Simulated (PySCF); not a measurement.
Computed shifts of a molecule C2H7NSi, PBE/pcSseg-1 run with PySCF, GIAO, gas phase, atoms alike by connectivity averaged where their shifts nearly agree, in ppm (number of nuclei): ¹³C: 47.8 (2). ¹⁵N: 54.9 (1). ²⁹Si: -22.9 (1). ¹H: 5.39 (2), 3.97 (2), 3.61 (2), 1.04 (1). References: ¹³C against TMS (σ = 182.0 ppm); ¹⁵N against NH3 (σ = 267.0 ppm); ²⁹Si against TMS (σ = 335.4 ppm); ¹H against TMS (σ = 31.49 ppm), references at their B3LYP-D3(BJ)/def2-TZVP geometries, non-relativistic. The structure is a stationary point at PBE-D3(BJ)/def2-SVP. The values are those of a single conformer.

**Question.** Pick the molecule that these values belong to.
(A) CN(C)[SiH]
(B) C=C[SiH2]N
(C) C1NC[SiH2]1
(D) C/N=C\[SiH3]

**Answer.** C, C1NC[SiH2]1
